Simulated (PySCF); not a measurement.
`FC(F)(F)C1=NNCC1` in a uniform electric field

C4H5F3N2.
Cartesian coordinates in Å at the GFN2-xTB level; atoms count from 1:
```xyz
14
C4H5F3N2 angstrom
F      2.6046   -0.4854   -1.5515
C      2.0400   -0.1950   -0.3799
F      2.6192    0.9428    0.0613
F      2.4294   -1.1519    0.4909
C      0.5624   -0.0798   -0.4378
N     -0.1146   -0.1931   -1.5160
N     -1.3959    0.0519   -1.2814
C     -1.6900    0.1631    0.1532
C     -0.2871    0.2301    0.7796
H     -2.0550   -0.3618   -1.9208
H     -2.2800    1.0638    0.3294
H     -2.2550   -0.7071    0.5027
H     -0.1294   -0.4995    1.5741
H     -0.0493    1.2216    1.1690
```

Level: wB97X-D/def2-SVPD (PySCF); nuclei fixed, core orbitals frozen in the response. Permanent dipole (-4.339, 0.035, 1.554) D (1 au = 2.5417 D). Static polarisability (au):

```
x   78.57 -1.78  5.22
y   -1.78 49.87  1.79
z    5.22  1.79 62.96
```

Only the terms in μ and α are kept: μ(F) = μ + αF and ΔE = −μ·F − ½ F·αF.

(1) Apply 0.008 au along ±x, ±y and ±z in turn. Tabulate induced and total dipoles and both energy terms.

(2) For the field (0.0000, -0.0040, 0.0072) au, what is the induced dipole, and what angle does it make with the field?

(3) At what field along the permanent dipole would the induced dipole along it equal the permanent one, in this linear picture?

(4) What field makes μF equal to kT at 200 K?

(5) A unit point charge sits 20 Å away. Estimate the induction energy −αe²/2R⁴ with the mean polarisability, treating the molecule as a point.

Answers

(1) 
| field along | induced x (D) | induced y (D) | induced z (D) | total size (D) | −μ·F (kJ/mol) | −½F·αF (kJ/mol) |
| --- | --- | --- | --- | --- | --- | --- |
| +x | 1.598 | -0.036 | 0.106 | 3.205 | +35.856 | -6.601 |
| −x | -1.598 | 0.036 | -0.106 | 6.111 | -35.856 | -6.601 |
| +y | -0.036 | 1.014 | 0.036 | 4.772 | -0.289 | -4.190 |
| −y | 0.036 | -1.014 | -0.036 | 4.666 | +0.289 | -4.190 |
| +z | 0.106 | 0.036 | 1.280 | 5.095 | -12.842 | -5.290 |
| −z | -0.106 | -0.036 | -1.280 | 4.454 | +12.842 | -5.290 |

(2) αF = (0.114, -0.474, 1.134) D, at 8.3° to the field. The polarisability along this direction, F·αF/F², is 58.35 au, against a mean of 63.80 au.

(3) The polarisability along the dipole is 73.51 au, so F = 1.8133 au / 73.51 au = 0.0247 au = 1.27 V/Å; higher-order terms are ignored.

(4) kT = 0.6334 × 10⁻³ Eh, so F = 0.000349 au = 1.8 MV/cm.

(5) R = 37.79 bohr, so the energy is −63.8/(2 × 37.79⁴) Eh = -0.041 kJ/mol. The charge–dipole term at its most favourable orientation, −μe/R², is -3.33 kJ/mol.

Geometry: GFN2-xTB; no solvent, vibrations or thermal averaging.

These values come from a run that also computed excited states. Time: 49 s; peak memory 0.94 GiB. Hardware: Arm Neoverse V1, one thread, shared host.

The pairwise dispersion term of wB97X-D wasn't added to the energies; at a given geometry it leaves orbitals and properties as they are.
